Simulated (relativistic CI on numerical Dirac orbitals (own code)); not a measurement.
Ligand-field terms of d5

Computed with a parametric ligand-field model of a d^n configuration (Racah B and C, spin-orbit zeta, crystal field), exact diagonalisation.

Field parameters in Wybourne normalisation: Oh B⁴₀ = 21Dq, B⁴₄ = √(5/14) B⁴₀. The field is a parameter set, without covalency.

(1) Lowest levels for B = 420, C = 1660, ζ = 140 cm⁻¹, Oh, 10Dq = 35700 cm⁻¹?

(2) Lowest levels for B = 320, C = 1530, ζ = 1800 cm⁻¹, Oh, 10Dq = 27100 cm⁻¹?

(3) Lowest levels for B = 1030, C = 4460, ζ = 410 cm⁻¹, Oh, 10Dq = 5450 cm⁻¹?

(4) Lowest levels for B = 850, C = 3960, ζ = 100 cm⁻¹, Oh, 10Dq = 17650 cm⁻¹?

(5) Lowest levels for B = 500, C = 2090, ζ = 3000 cm⁻¹, Oh, 10Dq = 36200 cm⁻¹?

Answers

(1) Γ7 0 (S 0.50), Γ8 232 (S 0.50), Γ8 27530 (S 1.50), Γ7 27534 (S 1.50), Γ8 27584 (S 1.50), Γ6 27616 (S 1.50), Γ6 30816 (S 1.50), Γ8 30817 (S 1.50), Γ8 30865 (S 1.50) cm⁻¹, with S from ⟨S²⟩ = S(S + 1). The ground level has 0.01 electrons in the cubic e pair.

(2) Γ7 0 (S 0.53), Γ8 3166 (S 0.52), Γ8 20813 (S 1.48), Γ7 21663 (S 1.51), Γ8 22147 (S 1.49), Γ6 22691 (S 1.49), Γ6 24323 (S 1.47), Γ8 24563 (S 1.46), Γ8 24815 (S 1.41) cm⁻¹, with S from ⟨S²⟩ = S(S + 1). The ground level has 0.05 electrons in the cubic e pair.

(3) Γ7+Γ8 0 (S 2.50), Γ7 29589 (S 1.50), Γ8 29605 (S 1.50), Γ8 29662 (S 1.50), Γ6 29712 (S 1.50), Γ7 31842 (S 1.50), Γ8 31910 (S 1.50), Γ6 32013 (S 1.50), Γ8 32020 (S 1.50) cm⁻¹, with S from ⟨S²⟩ = S(S + 1). The ground level has 2.00 electrons in the cubic e pair.

(4) Γ7+Γ8 0 (S 2.50), Γ7 13531 (S 0.82), Γ8 13693 (S 1.04), Γ8 13834 (S 1.49), Γ6 13856 (S 1.50), Γ7 13908 (S 1.30), Γ8 13923 (S 1.13), Γ6 19407 (S 1.50), Γ8 19408 (S 1.50) cm⁻¹, with S from ⟨S²⟩ = S(S + 1). The ground level has 2.00 electrons in the cubic e pair.

(5) Γ7 0 (S 0.55), Γ8 5408 (S 0.54), Γ8 27649 (S 1.48), Γ7 29298 (S 1.52), Γ8 30103 (S 1.48), Γ6 31013 (S 1.48), Γ6 33513 (S 1.46), Γ8 33865 (S 1.42), Γ7 34117 (S 1.30) cm⁻¹, with S from ⟨S²⟩ = S(S + 1). The ground level has 0.07 electrons in the cubic e pair.
